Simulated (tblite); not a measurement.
A geometry optimisation, step by step.

Compound: C₆H₈BBrO.
Atom-mapped SMILES: `[CH3:1][B:2]([Br:3])[c:4]1[cH:5][cH:6][c:7]([CH3:8])[o:9]1` (hydrogens: H10, H11, H12 on C1; H13 on C5; H14 on C6; H15, H16, H17 on C8)

Computed with GFN2-xTB (tblite), gas phase: L-BFGS steps from a force-field or distance-geometry start until the largest atomic force falls under 0.01 eV/Å. 5 of its 98 geometries are shown.

Step 0: E = -715.7297 eV, largest atomic force 2.652 eV/Å
```
atom  x, y, z in Å  |  force x, y, z in eV/Å
C1     -2.822    0.867    0.088   -0.566  -0.797  -0.618
B2     -2.092   -0.525    0.346    0.381   1.227   2.320
Br3    -2.586   -1.385    2.111    0.247   0.228  -1.442
C4     -0.586   -0.528   -0.073   -1.060  -1.673  -1.013
C5      0.030   -1.196   -1.098   -0.598  -0.730  -0.990
C6      1.380   -0.885   -1.070    1.385   0.808   0.684
C7      1.529   -0.024    0.023    0.677  -1.089  -1.654
C8      2.779    0.617    0.536   -1.075   1.047   0.752
O9      0.336    0.141    0.583    0.593   1.528   1.727
H10    -3.913    0.822    0.348    1.019   0.483  -0.272
H11    -2.673    1.149   -0.976   -0.393   0.117   0.679
H12    -2.281    1.618    0.699   -0.537  -0.401  -0.274
H13    -0.431   -1.841   -1.827   -0.101   0.058   0.117
H14     2.179   -1.224   -1.735   -0.600   0.209   0.443
H15     2.607    0.823    1.624    0.508  -0.355  -0.791
H16     3.615   -0.043    0.339    0.062   0.231   0.168
H17     2.924    1.627    0.073    0.058  -0.891   0.163
```

Step 24: E = -716.4528 eV, largest atomic force 0.133 eV/Å
```
atom  x, y, z in Å  |  force x, y, z in eV/Å
C1     -2.852    0.882    0.100   -0.058  -0.011   0.009
B2     -1.984   -0.346    0.550   -0.062  -0.053  -0.012
Br3    -2.674   -1.561    1.800    0.009  -0.062  -0.014
C4     -0.535   -0.521    0.004    0.060   0.026   0.005
C5      0.007   -1.197   -1.053    0.039  -0.017  -0.002
C6      1.394   -0.908   -1.067    0.012   0.034   0.061
C7      1.615   -0.073   -0.013    0.042   0.069   0.047
C8      2.814    0.621    0.532    0.051   0.003  -0.004
O9      0.454    0.173    0.630    0.042  -0.040  -0.012
H10    -3.905    0.762    0.340   -0.097   0.089   0.020
H11    -2.765    1.091   -0.965    0.036   0.030   0.007
H12    -2.496    1.778    0.616   -0.034   0.001  -0.036
H13    -0.517   -1.823   -1.745   -0.059  -0.070  -0.035
H14     2.108   -1.281   -1.775    0.003   0.043   0.086
H15     2.677    0.787    1.600   -0.013  -0.008  -0.023
H16     3.717    0.036    0.381   -0.031  -0.013  -0.085
H17     2.934    1.593    0.053    0.061  -0.021  -0.012
```

Step 48: E = -716.5404 eV, largest atomic force 0.471 eV/Å
```
atom  x, y, z in Å  |  force x, y, z in eV/Å
C1     -2.935    0.944    0.183   -0.036   0.128   0.072
B2     -2.022   -0.317    0.431   -0.073   0.042   0.106
Br3    -2.852   -1.956    0.881    0.005   0.024  -0.102
C4     -0.512   -0.385    0.134   -0.109  -0.121  -0.140
C5      0.034   -1.248   -0.793   -0.020  -0.146  -0.097
C6      1.400   -0.917   -0.896   -0.025  -0.179   0.055
C7      1.620    0.094    0.001   -0.188  -0.409  -0.140
C8      2.923    0.653    0.427   -0.263   0.125  -0.039
O9      0.468    0.430    0.601   -0.042   0.323   0.107
H10    -3.967    0.772    0.512    0.204   0.153  -0.146
H11    -2.946    1.139   -0.901   -0.095  -0.001   0.297
H12    -2.576    1.869    0.650   -0.027  -0.236  -0.107
H13    -0.522   -2.007   -1.323    0.274   0.144   0.063
H14     2.146   -1.388   -1.508   -0.106   0.014  -0.018
H15     2.955    0.769    1.503   -0.008   0.024   0.204
H16     3.663   -0.064    0.112    0.443   0.025  -0.034
H17     3.114    1.622   -0.024    0.067   0.089  -0.081
```

Step 73: E = -716.8854 eV, largest atomic force 0.103 eV/Å
```
atom  x, y, z in Å  |  force x, y, z in eV/Å
C1     -2.686    1.053    0.467   -0.049  -0.065   0.033
B2     -2.086   -0.333    0.013    0.013   0.005  -0.046
Br3    -3.211   -1.821   -0.297    0.002   0.087  -0.021
C4     -0.590   -0.528   -0.208   -0.002  -0.049   0.026
C5      0.139   -1.584   -0.731   -0.068  -0.008  -0.049
C6      1.497   -1.240   -0.640   -0.076   0.017   0.004
C7      1.535    0.005   -0.061    0.013  -0.061   0.008
C8      2.682    0.860    0.340   -0.024  -0.019   0.000
O9      0.295    0.438    0.188    0.086   0.038   0.041
H10    -3.536    0.954    1.143    0.052  -0.006  -0.003
H11    -3.060    1.599   -0.402   -0.009  -0.008  -0.042
H12    -1.941    1.692    0.935   -0.017  -0.002   0.024
H13    -0.281   -2.481   -1.149    0.069   0.012   0.062
H14     2.332   -1.833   -0.954    0.004   0.037   0.016
H15     2.688    0.997    1.420   -0.018  -0.006   0.034
H16     3.615    0.390    0.042    0.000   0.028  -0.045
H17     2.600    1.845   -0.115    0.025  -0.002  -0.042
```

Step 97: E = -716.9015 eV, largest atomic force 0.010 eV/Å
```
atom  x, y, z in Å  |  force x, y, z in eV/Å
C1     -2.697    1.045    0.490   -0.009   0.004  -0.001
B2     -2.083   -0.302   -0.047   -0.002  -0.001  -0.002
Br3    -3.235   -1.691   -0.605    0.007   0.002   0.004
C4     -0.583   -0.533   -0.177   -0.002  -0.002  -0.003
C5      0.143   -1.608   -0.664   -0.001  -0.002  -0.003
C6      1.500   -1.270   -0.572    0.001   0.000   0.003
C7      1.544   -0.008   -0.031    0.002  -0.001  -0.008
C8      2.694    0.871    0.301    0.002  -0.002   0.000
O9      0.307    0.436    0.208    0.002   0.006  -0.005
H10    -3.497    0.876    1.212    0.006  -0.003   0.003
H11    -3.155    1.603   -0.331   -0.002   0.001   0.005
H12    -1.958    1.698    0.949   -0.005  -0.003  -0.003
H13    -0.267   -2.523   -1.043   -0.003   0.001   0.000
H14     2.339   -1.869   -0.864    0.001   0.002   0.006
H15     2.751    1.030    1.378    0.000  -0.002   0.003
H16     3.618    0.415   -0.041    0.001   0.001   0.003
H17     2.573    1.843   -0.173    0.001  -0.003   0.000
```

Q: Summarise the path.

A: The energy falls by 113.06 kJ/mol from step 0 to step 97; nine tenths of that is first reached at step 62. It rises by more than 0.2 meV at step 50. The largest force goes from 2.652 to 0.010 eV/Å. Among the bonds B2–Br3 changes most, from 2.025 to 1.889 Å; the atoms move by 0.920 Å rms after alignment.

What follows is the cost of the whole relaxation. Hardware: Arm Neoverse V1, one thread, shared host with 32 logical CPUs at a one-minute load of 4.7. Cost: 0.83 s of wall time.
